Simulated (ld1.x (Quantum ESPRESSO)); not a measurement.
**Configuration tests for iodine (I) (TM)**

- Element: I
- Generator: ld1.x (Quantum ESPRESSO) 7.5
- Type: norm-conserving Troullier–Martins (Kleinman–Bylander form)
- Functional: BLYP
- Relativity: fully relativistic
- Frozen core: [Kr]
- Valence charge: 17
- Reference configuration: 4d10 5s1.5 5p5.5
- Partial waves: 5p (bound): rc 1.55 bohr; 4d (bound): rc 1.10 bohr; 5s (bound): rc 1.30 bohr
- Local potential: the s channel
- Core correction: Bessel-smoothed model core inside 0.50 bohr

Open shells are filled in proportion to 2j + 1 (rel_dist='average').

Energies are relative to the spin-unpolarised reference configuration 4d10 5s1.5 5p5.5; without spin polarisation the order of configurations can differ from experiment.

```
valence configuration  charge  ΔE all-electron (eV)  error AE − PS (meV)
         4d10 5s2 5p5       0                -5.186                 -1.5
         4d10 5s2 5p3      +2                25.523                 -0.2
          4d9 5s2 5p6       0                40.563                 -146
       4d10 5s2 5p5.3    -0.3                -6.926                 -1.0
          4d9 5s2 5p5      +1                52.785                  -72
       4d10 5s2 5p4.5    +0.5                -0.727                 -2.4
```

Task: What are ΔE and the potential's error for 4d10 5s2 5p4?

Result: ΔE = 5.800 eV all-electron; the error (AE − PS) is -2.9 meV.

Levels in the configuration 4d10 5s2 5p4.5:

```
   level  all-electron (eV)  pseudo (eV)
4d j=3/2            -55.605      -55.557
4d j=5/2            -53.888      -53.844
5s j=1/2            -21.541      -21.534
5p j=1/2            -11.663      -11.665
5p j=3/2            -10.584      -10.586
```

Note: ghost states, extra bound levels that the all-electron valence spectrum of the same l lacks: p3/2 at -290.4 eV, p1/2 at -139.9 eV. A true bound ghost makes a file unfit for plane-wave use.
